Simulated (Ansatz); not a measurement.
Total energies of Li₁₂ (the lowest singlet isomer of a short search) from Ansatz at PBE0/def2-TZVP, gas phase (1 Eh = 27.2114 eV = 2625.5 kJ/mol). The reference geometry is relaxed at PBE0/def2-SVP.

```tsv
atom	x (Å)	y (Å)	z (Å)
Li1	0.320	-1.633	1.792
Li2	-2.203	2.736	0.483
Li3	-1.777	0.764	3.063
Li4	0.863	1.659	-1.601
Li5	0.161	-1.533	-1.253
Li6	2.299	-0.346	-0.044
Li7	0.856	2.117	1.766
Li8	-1.974	0.698	-1.981
Li9	-2.793	-0.872	0.678
Li10	2.463	-0.909	-2.987
Li11	-0.676	0.570	0.457
Li12	2.461	-3.250	-0.374
```

```tsv
state	geometry	energy (Eh)
charge 0 singlet	reference	-90.03414
charge 1 doublet	reference	-89.88936
free Li atom (doublet)	–	-7.46705
```

(1) Work out the vertical ionisation energy to the doublet.

(2) What is the binding energy per atom against free atoms?

(1) E(charge 1 doublet) − E(charge 0 singlet) = -89.88936 − (-90.03414) = 0.14478 Eh = 3.94 eV. For comparison, −ε of the highest occupied level is 3.02 eV at this level, 0.92 eV less.

(2) Atoms: 12 × (-7.46705) = -89.60460 Eh. Binding: -89.60460 − (-90.03414) = 0.42954 Eh = 11.69 eV, or 0.97 eV for each of 12 atoms (no zero-point energy, no counterpoise term).

The restricted singlet is unstable towards broken spin symmetry in Hartree–Fock (as tested in another run); at PBE0/def2-TZVP this wasn't settled. 

The structure comes from a short search, and lower isomers may exist.
